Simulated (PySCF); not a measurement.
PySCF input file for C2H9FOSi2, SMILES C[Si@H](O)[C@H](F)[SiH3], TDA-M06-2X/def2-SVPD. Geometry: r2SCAN-D4/def2-SVP. The structure was generated by enumeration; whether it is a known compound was not checked. Other conformers were not sampled.

```python
import numpy as np
from pyscf import gto, scf, dft, tdscf

mol = gto.M(
    atom='''
    C    -2.03519524   -0.14163434   -0.76722682
    Si   -0.60083042   -0.96570384    0.09679196
    O    -1.01821107   -1.55277159    1.60439576
    C     0.73036986    0.34142089    0.41530863
    F     0.07099584    1.50296234    0.89700097
    Si    1.78439188    0.87188754   -1.07392483
    H    -2.91264397   -0.80257661   -0.85469839
    H    -1.75220618    0.17133213   -1.78560080
    H    -2.32919781    0.75910109   -0.20535504
    H    -0.00649331   -2.05090215   -0.75068105
    H    -1.81883773   -2.08620586    1.66320697
    H     1.40337504   -0.02177794    1.21793918
    H     2.61959316   -0.27939434   -1.53225130
    H     0.89722609    1.31211784   -2.19156260
    H     2.66500269    2.00852615   -0.67780272
    ''',
    basis='def2-SVPD',
    charge=0,
    spin=0,
    max_memory=1600,
    verbose=4,
)
mf = dft.RKS(mol, xc='m06-2x').density_fit(auxbasis='def2-universal-jkfit')
mf.grids.level = 4
mf.conv_tol = 1e-9
mf.max_cycle = 100
mf.kernel()
mf.grids = dft.Grids(mol).set(level=2).build(with_non0tab=True)  # coarser grid for the response kernel
td = tdscf.TDA(mf)
td.singlet = True
td.nstates = 6
td.conv_tol = 1e-4
td.positive_eig_threshold = 1e-6
td.kernel(x0=td.get_init_guess(mf, 11))
td.analyze()
tt = tdscf.TDA(mf)
tt.singlet = False
tt.nstates = 2
tt.conv_tol = 1e-4
tt.positive_eig_threshold = 1e-6
tt.kernel(x0=tt.get_init_guess(mf, 7))
tt.analyze(verbose=3)
```

Program output:

```
PySCF version 2.14.0

[INPUT] verbose = 4
[INPUT] num. atoms = 15
[INPUT] num. electrons = 66
[INPUT] charge = 0
[INPUT] spin (= nelec alpha-beta = 2S) = 0
[INPUT] symmetry False subgroup None
[INPUT] Mole.unit = angstrom
[INPUT] Symbol           X                Y                Z      unit          X                Y                Z       unit  Magmom
[INPUT]  1 C     -2.035195240000  -0.141634340000  -0.767226820000 AA   -3.845961613618  -0.267650112434  -1.449848565221 Bohr   0.0
[INPUT]  2 Si    -0.600830420000  -0.965703840000   0.096791960000 AA   -1.135404941107  -1.824915775041   0.182910295460 Bohr   0.0
[INPUT]  3 O     -1.018211070000  -1.552771590000   1.604395760000 AA   -1.924140059300  -2.934313039105   3.031868581813 Bohr   0.0
[INPUT]  4 C      0.730369860000   0.341420890000   0.415308630000 AA    1.380199005037   0.645191975305   0.784819567868 Bohr   0.0
[INPUT]  5 F      0.070995840000   1.502962340000   0.897000970000 AA    0.134162693583   2.840187198135   1.695086166769 Bohr   0.0
[INPUT]  6 Si     1.784391880000   0.871887540000  -1.073924830000 AA    3.372011952098   1.647628662021  -2.029423807070 Bohr   0.0
[INPUT]  7 H     -2.912643970000  -0.802576610000  -0.854698390000 AA   -5.504099401666  -1.516649986882  -1.615145876207 Bohr   0.0
[INPUT]  8 H     -1.752206180000   0.171332130000  -1.785600800000 AA   -3.311189793970   0.323770802038  -3.374296479804 Bohr   0.0
[INPUT]  9 H     -2.329197810000   0.759101090000  -0.205355040000 AA   -4.401545950837   1.434493160959  -0.388064783899 Bohr   0.0
[INPUT] 10 H     -0.006493310000  -2.050902150000  -0.750681050000 AA   -0.012270577542  -3.875643371782  -1.418581591401 Bohr   0.0
[INPUT] 11 H     -1.818837730000  -2.086205860000   1.663206970000 AA   -3.437105174726  -3.942357714863   3.143005661768 Bohr   0.0
[INPUT] 12 H      1.403375040000  -0.021777940000   1.217939180000 AA    2.651994475651  -0.041154342157   2.301571486577 Bohr   0.0
[INPUT] 13 H      2.619593160000  -0.279394340000  -1.532251300000 AA    4.950313630184  -0.527978783354  -2.895535311009 Bohr   0.0
[INPUT] 14 H      0.897226090000   1.312117840000  -2.191562600000 AA    1.695511581914   2.479543360756  -4.141453098840 Bohr   0.0
[INPUT] 15 H      2.665002690000   2.008526150000  -0.677802720000 AA    5.036125205329   3.795564337527  -1.280861507285 Bohr   0.0

nuclear repulsion = 386.357427858999
number of shells = 90
number of NR pGTOs = 300
number of NR cGTOs = 206
basis = def2-SVPD
ecp = {}


[settings echo left out]
init E= -835.420056157317
  HOMO = -0.313237473958074  LUMO = -0.032129237377045  gap/eV = 7.64934
cycle= 1 E= -835.112749197632  delta_E= 0.307  |g|= 0.707  |ddm|= 4.33
  HOMO = -0.280486961788741  LUMO = 0.0171049394176146  gap/eV = 8.09789
cycle= 2 E= -835.07413976088  delta_E= 0.0386  |g|= 0.881  |ddm|= 1.44
  HOMO = -0.347873905604598  LUMO = 0.0132921677976761  gap/eV = 9.82783
cycle= 3 E= -835.215637367304  delta_E= -0.141  |g|= 0.0605  |ddm|= 0.732
  HOMO = -0.348541191499542  LUMO = 0.0159935882650162  gap/eV = 9.91950
cycle= 4 E= -835.216371650729  delta_E= -0.000734  |g|= 0.026  |ddm|= 0.106
  HOMO = -0.34801752516117  LUMO = 0.0162879436193446  gap/eV = 9.91326
cycle= 5 E= -835.21654283627  delta_E= -0.000171  |g|= 0.00655  |ddm|= 0.0431
  HOMO = -0.348368541384571  LUMO = 0.0160719779066754  gap/eV = 9.91693
cycle= 6 E= -835.216553965496  delta_E= -1.11e-05  |g|= 0.00144  |ddm|= 0.0121
  HOMO = -0.348418388090959  LUMO = 0.0160623429687132  gap/eV = 9.91803
cycle= 7 E= -835.216554337364  delta_E= -3.72e-07  |g|= 0.000838  |ddm|= 0.00241
  HOMO = -0.348405593498394  LUMO = 0.0160740877182546  gap/eV = 9.91800
cycle= 8 E= -835.216554467443  delta_E= -1.3e-07  |g|= 8.93e-05  |ddm|= 0.000912
  HOMO = -0.348412568882114  LUMO = 0.0160706334801293  gap/eV = 9.91809
cycle= 9 E= -835.216554470469  delta_E= -3.03e-09  |g|= 2.09e-05  |ddm|= 0.000238
  HOMO = -0.348413741219674  LUMO = 0.0160717155578309  gap/eV = 9.91815
cycle= 10 E= -835.216554470636  delta_E= -1.67e-10  |g|= 6.88e-06  |ddm|= 5.3e-05
  HOMO = -0.348412194522348  LUMO = 0.0160719203491411  gap/eV = 9.91812
Extra cycle  E= -835.216554470642  delta_E= -6.14e-12  |g|= 6.18e-06  |ddm|= 1.85e-05
converged SCF energy = -835.216554470642
tot grids = 117432
Overwritten attributes  positive_eig_threshold  of <class 'pyscf.tdscf.rks.TDA'>


******** <class 'pyscf.tdscf.rks.TDA'> for <class 'pyscf.df.df_jk.DFRKS'> ********
nstates = 6 singlet
deg_eia_thresh = 1.000e-03
wfnsym = None
conv_tol = 0.0001
eigh lindep = 1e-12
eigh level_shift = 0
eigh max_cycle = 100


Excitation energies (eV)
[7.10479141 7.50381588 7.686115   7.86827043 7.98306467 8.28857197]

** Singlet excitation energies and oscillator strengths **
Excited State   1:      7.10479 eV    174.51 nm  f=0.0088
      33 -> 34        0.45210
      33 -> 36        0.24669
      33 -> 37        0.32463
      33 -> 38       -0.22359
      33 -> 39        0.12364
      33 -> 41       -0.10046
Excited State   2:      7.50382 eV    165.23 nm  f=0.0163
      27 -> 34       -0.11336
      31 -> 34       -0.10997
      32 -> 34       -0.58983
      32 -> 35       -0.17934
      33 -> 35       -0.12217
      33 -> 37        0.11889
Excited State   3:      7.68611 eV    161.31 nm  f=0.0076
      32 -> 34        0.20647
      33 -> 34       -0.27334
      33 -> 35       -0.44054
      33 -> 37        0.25759
      33 -> 38        0.18613
      33 -> 40       -0.10736
Excited State   4:      7.86827 eV    157.57 nm  f=0.0474
      33 -> 34        0.27291
      33 -> 35       -0.35965
      33 -> 36       -0.48419
      33 -> 39       -0.11200
Excited State   5:      7.98306 eV    155.31 nm  f=0.0279
      31 -> 34       -0.38565
      31 -> 36       -0.21790
      31 -> 37       -0.30380
      31 -> 38        0.25436
      33 -> 36       -0.18575
      33 -> 38       -0.14222
Excited State   6:      8.28857 eV    149.58 nm  f=0.0426
      29 -> 34        0.10173
      31 -> 37       -0.14726
      32 -> 35       -0.18658
      32 -> 38        0.10249
      33 -> 34        0.27527
      33 -> 35       -0.15330
      33 -> 36        0.16875
      33 -> 37       -0.31746
      33 -> 38        0.33356

** Transition electric dipole moments (AU) **
state          X           Y           Z        Dip. S.      Osc.
  1         0.1999      0.0653     -0.0780      0.0503      0.0088
  2         0.2959     -0.0340     -0.0082      0.0888      0.0163
  3        -0.1659     -0.0611     -0.0954      0.0403      0.0076
  4         0.4313      0.1639     -0.1812      0.2458      0.0474
  5         0.1248      0.3096     -0.1768      0.1427      0.0279
  6        -0.3864     -0.2320      0.0805      0.2096      0.0426

** Transition velocity dipole moments (imaginary part, AU) **
state          X           Y           Z        Dip. S.      Osc.
  1         0.0043     -0.0111      0.0079      0.0002      0.0005
  2         0.0798     -0.0260      0.0080      0.0071      0.0172
  3        -0.0526     -0.0157     -0.0120      0.0032      0.0075
  4         0.1253      0.0538     -0.0433      0.0205      0.0472
  5         0.0620      0.0469     -0.0135      0.0062      0.0141
  6        -0.0922     -0.0695      0.0330      0.0144      0.0316

** Transition magnetic dipole moments (imaginary part, AU) **
state          X           Y           Z
  1         0.1109     -0.2882     -0.2231
  2        -0.8863     -0.3432     -1.0621
  3        -0.4978      0.5166      0.1070
  4         0.4670     -0.8086     -0.5231
  5        -0.0796     -0.2967     -0.0742
  6        -0.5092      0.1735      0.0349


******** <class 'pyscf.tdscf.rks.TDA'> for <class 'pyscf.df.df_jk.DFRKS'> ********
nstates = 2 triplet
deg_eia_thresh = 1.000e-03
wfnsym = None
conv_tol = 0.0001
eigh lindep = 1e-12
eigh level_shift = 0
eigh max_cycle = 100


Excitation energies (eV)
[6.59606531 7.21004795]

** Triplet excitation energies and oscillator strengths **
Excited State   1:      6.59607 eV    187.97 nm  f=0.0000
Excited State   2:      7.21005 eV    171.96 nm  f=0.0000
```

The calculation finished and met its thresholds.

Cost: very roughly 17 core-minutes.
